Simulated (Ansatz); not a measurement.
CH$_{6}$F$_{2}$SiSn, SMILES `C[Si](F)(F)[SnH3]`, relaxed with RKS PBE-D4/def2-SVP in Ansatz from a rough embedded geometry. The force threshold is 0.03 eV/Å; the program also tests the step.

Total charge 0; spin multiplicity 1. Sn: def2 effective core potential.

Start:

```xyz
11

C     0.534    1.183   -1.240
Si   -0.109    0.786    0.451
F     0.986    1.333    1.572
F    -1.594    1.595    0.729
Sn   -0.443   -1.690    0.753
H     1.522    0.588   -1.385
H     0.688    2.224   -1.372
H    -0.183    0.745   -1.968
H     1.158   -2.493    0.545
H    -1.015   -2.000    2.363
H    -1.544   -2.271   -0.449
```

By how much does the energy fall, and how many steps does the optimiser take? (Estimate.)

The calculation gave: 6.13 kcal/mol, in 4 steps.

Which bonds change most? (Estimate.)

The calculation gave: Sn5–H9 from 1.804 to 1.729 Å; Si2–F4 from 1.714 to 1.641 Å; Si2–Sn5 from 2.516 to 2.579 Å; C1–H6 from 1.163 to 1.109 Å.

Give the relaxed structure. (Estimate.)

The calculation gave: 
```xyz
11

C     0.564    1.247   -1.286
Si   -0.083    0.743    0.391
F     0.942    1.313    1.539
F    -1.516    1.500    0.649
Sn   -0.439   -1.773    0.828
H     1.531    0.747   -1.501
H     0.722    2.344   -1.317
H    -0.157    0.973   -2.083
H     1.047   -2.639    0.652
H    -1.038   -2.026    2.426
H    -1.573   -2.430   -0.299
```
